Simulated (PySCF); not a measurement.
## SMILES C[C@@H]1[Se]C[C@@H]1C=O, C5H8OSe

Geometry:
| atom | x (Å) | y (Å) | z (Å) |
| --- | --- | --- | --- |
| C1 | 1.795 | 0.216 | 0.534 |
| C2 | 0.490 | -0.539 | 0.613 |
| Se3 | 0.172 | -1.989 | -0.744 |
| C4 | -1.515 | -0.986 | -0.457 |
| C5 | -0.803 | 0.196 | 0.209 |
| C6 | -0.517 | 1.258 | -0.814 |
| O7 | -0.685 | 2.433 | -0.662 |
| H8 | 2.620 | -0.430 | 0.830 |
| H9 | 1.764 | 1.074 | 1.206 |
| H10 | 1.986 | 0.577 | -0.474 |
| H11 | 0.367 | -1.001 | 1.596 |
| H12 | -2.051 | -0.756 | -1.376 |
| H13 | -2.160 | -1.533 | 0.228 |
| H14 | -1.336 | 0.642 | 1.054 |
| H15 | -0.132 | 0.845 | -1.768 |

The calculation used PySCF 2.14.0, TDDFT B3LYP/def2-SVPD circular dichroism and optical rotation, one conformer, gas phase. Geometry: GFN2-xTB.

The molecule is flexible and this is one conformer; a measurement averages over conformers. The calculation is non-relativistic, which matters for the atoms heavier than Zn. States above about 6.2 eV (minus the energy of the highest occupied orbital) lie near or above the ionisation threshold and depend on the basis.

(1) Draw the ECD and absorption spectra from the lowest 12 states, each a Gaussian of half-width 0.2 eV at 1/e height.

Answers

(1) 
| E (eV) | λ (nm) | Δε (L mol⁻¹ cm⁻¹) | ε (L mol⁻¹ cm⁻¹) |
| --- | --- | --- | --- |
| 3.01 | 412 | 0.00 | 0.105 |
| 3.11 | 399 | +0.01 | 0.994 |
| 3.21 | 386 | +0.03 | 5.72 |
| 3.31 | 375 | +0.12 | 20 |
| 3.41 | 364 | +0.25 | 42.3 |
| 3.51 | 353 | +0.33 | 54.3 |
| 3.61 | 343 | +0.32 | 42.6 |
| 3.71 | 334 | +0.61 | 22.4 |
| 3.81 | 325 | +2.12 | 16.1 |
| 3.91 | 317 | +5.44 | 28.1 |
| 4.01 | 309 | +8.55 | 43 |
| 4.11 | 302 | +8.08 | 42.7 |
| 4.21 | 295 | +4.02 | 35.8 |
| 4.31 | 288 | -1.24 | 56.8 |
| 4.41 | 281 | -6.73 | 120 |
| 4.51 | 275 | -10.40 | 174 |
| 4.61 | 269 | -9.34 | 156 |
| 4.71 | 263 | -5.07 | 84.5 |
| 4.81 | 258 | -1.66 | 29.9 |
| 4.91 | 253 | -0.28 | 28.2 |
| 5.01 | 247 | +0.30 | 150 |
| 5.11 | 243 | +1.37 | 605 |
| 5.21 | 238 | +3.44 | 1550 |
| 5.31 | 234 | +5.61 | 2640 |
| 5.41 | 229 | +6.36 | 3310 |
| 5.51 | 225 | +4.70 | 3380 |
| 5.61 | 221 | -0.43 | 2940 |
| 5.71 | 217 | -7.76 | 2300 |
| 5.81 | 213 | -11.10 | 1810 |
| 5.91 | 210 | -6.08 | 1630 |
| 6.01 | 206 | +2.48 | 1840 |
| 6.11 | 203 | +5.50 | 2090 |
| 6.21 | 200 | +0.02 | 2040 |
| 6.31 | 196 | -8.18 | 2170 |
| 6.41 | 193 | -12.27 | 2650 |
| 6.51 | 190 | -9.90 | 2720 |
| 6.61 | 188 | -3.67 | 2200 |

Δε uses R in velocity form, ε uses f in length form. Only the states computed contribute, so the short-wavelength end is incomplete.
